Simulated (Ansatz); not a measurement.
The same substitution along the group O, S, Se.

Computed with Ansatz on PBE0-D4/def2-TZVP structures; ΔE is electronic, products minus reactants. CCSD(T)/CBS is the MP2 limit (def2-TZVPP, def2-QZVPP) plus CCSD(T) − MP2 in def2-TZVPP, frozen cores. This one scheme is used for every species. DFT in def2-TZVPP. Elements past krypton have def2 core potentials. For Se, Sn outer-core shells are correlated without core-valence functions, which leaves a few kJ/mol of doubt a bond. Scalar relativity is left out up to krypton. One conformer a species, not always the lowest.

```tsv
reaction	ωB97M-V (kJ/mol)	CCSD(T)/CBS(def2) (kJ/mol)
`C#CCO` + `[NH2][SnH3]` → `C#C[NH][SnH3]` + CH₃OH	20	24
`C#CCS` + `[NH2][SnH3]` → `C#C[NH][SnH3]` + CH₃SH	9	15
`C#CC[SeH]` + `[NH2][SnH3]` → `C#C[NH][SnH3]` + `C[SeH]`	11	17
```

Largest T1 diagnostic: 0.014, for `C#C[NH][SnH3]`.
